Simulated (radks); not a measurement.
Results of a calculation; reference values are marked as such.
Effect of the nuclear size on the silver ion Ag+, [Kr] 4d10. Code: a radial shooting solver on a logarithmic mesh with Libxc functionals. Model: Dirac Kohn-Sham, LDA (Slater exchange, Perdew-Wang correlation), spin-unpolarised, spherical densities, finite nucleus; Fermi nuclear charge, rms radius 4.5454 fm. The rms radius is varied about that value; shifts are against it.

| rms radius (fm) | total energy shift (eV) | density at nucleus (e/bohr^3) | 1s1/2 shift (meV) | 2s1/2 shift (meV) | 4s1/2 shift (meV) | 4p1/2 shift (meV) | 5s1/2 (empty) shift (meV) |
|---|---|---|---|---|---|---|---|
| 3.9272 | -0.714 | 1.48e+05 | -301 | -33.6 | -1.22 | 0.033 | -0.115 |
| 4.1681 | -0.447 | 1.468e+05 | -188 | -21.0 | -0.764 | 0.020 | -0.072 |
| 4.5454 | 0 | 1.451e+05 | 0.000 | 0.000 | 0.000 | 0.000 | 0.000 |
| 4.7045 | 0.198 | 1.444e+05 | 83.6 | 9.34 | 0.339 | -0.009 | 0.032 |
| 5.6045 | 1.43 | 1.41e+05 | 603 | 67.4 | 2.45 | -0.066 | 0.231 |

Slopes of the eigenvalues against <r^2> in GHz/fm^2, as finite differences over the two radii next to the reference (eigenvalue slopes, not the field-shift constants of lines): 1s1/2 13800, 2s1/2 1540, 4s1/2 56.1, 4p1/2 -1.50, 5s1/2 (empty) 5.29.
